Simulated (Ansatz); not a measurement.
`[Cl][SbH2]` + H₂O → `[OH][SbH2]` + HCl  (formal hydrolysis of the Sb–Cl bond)

Calculated with Ansatz (gas phase, PBE0-D4/def2-TZVP geometries, no zero-point term in ΔE). CCSD(T)/CBS adds triple-zeta CCSD(T) − MP2 to the extrapolated MP2 energy (def2 sets, frozen cores). This one scheme is used for every species. DFT in def2-TZVPP. B3LYP here is the variant with VWN-RPA as its local correlation; programs differ in this. HSE06 is defined as in plane-wave codes. def2 core potentials past Kr. For Sb outer-core shells are correlated without core-valence functions, which leaves a few kJ/mol of doubt a bond.

| level | ΔE (eV) |
| --- | --- |
| revPBE-D4 | 0.70 |
| B3LYP-D4 | 0.72 |
| PBE-QIDH | 0.73 |
| HSE06 | 0.75 |

(1) What does CCSD(T)/CBS give? (Best estimate.)

Largest T1 diagnostic among the species: 0.014.

Answers

(1) Ansatz gave: +0.72 eV. The listed levels differ from it by -0.02, 0.00, 0.01, 0.03 eV.

In def2-TZVPP, CCSD(T) changes the Hartree–Fock value by −0.13 eV (the triples alone add −0.02 eV) and MP2 by −0.09 eV. From PBE to PBE0 (25 % exact exchange), in def2-TZVPP and without D4, ΔE moves by +0.05 eV.
